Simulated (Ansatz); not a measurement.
Species: C₂H₄BF₂ (charge 0, doublet). It need not be the lowest isomer of its formula. 
Structure (B3LYP-D3(BJ)/def2-TZVP (Ansatz, a program for electronic structure) minimum search):
```xyz
9

C     -2.0548     0.2135    -0.0092
C     -0.8007    -0.3807    -0.5344
B      0.5948    -0.0695    -0.0062
F      0.7901     0.7866     0.9976
F      1.6851    -0.6366    -0.5205
H     -1.8748     0.9093     0.8092
H     -2.7403    -0.5668     0.3442
H     -2.5990     0.7434    -0.8008
H     -0.9035    -1.0857    -1.3537
```
Charge 0, spin multiplicity 2.

Dipole moments at this geometry, in debye (magnitudes).

```json
[
 {"level": "SVWN5/def2-TZVPD", "program": "Ansatz", "dipole (D)": "2.62"},
 {"level": "BLYP/def2-TZVPD", "program": "Ansatz", "dipole (D)": "2.46"},
 {"level": "r2SCAN/def2-TZVPD", "program": "Ansatz", "dipole (D)": "2.41"},
 {"level": "B97M-V/def2-TZVPD", "program": "Ansatz", "dipole (D)": "2.44"},
 {"level": "B3LYP/def2-TZVPD", "program": "Ansatz", "dipole (D)": "2.49"},
 {"level": "r2SCANh/def2-TZVPD", "program": "Ansatz", "dipole (D)": "2.43"},
 {"level": "r2SCAN0/def2-TZVPD", "program": "Ansatz", "dipole (D)": "2.45"},
 {"level": "HSE06/def2-TZVPD", "program": "Ansatz", "dipole (D)": "2.48"},
 {"level": "CAM-B3LYP/def2-TZVPD", "program": "Ansatz", "dipole (D)": "2.50"},
 {"level": "LC-wPBE/def2-TZVPD", "program": "Ansatz", "dipole (D)": "2.44"},
 {"level": "wB97M-V/def2-TZVPD", "program": "Ansatz", "dipole (D)": "2.46"},
 {"level": "wB97X-V/def2-TZVPD", "program": "Ansatz", "dipole (D)": "2.46"},
 {"level": "CCSD(T)/aug-cc-pVDZ", "program": "Ansatz", "dipole (D)": "2.35"}
]
```
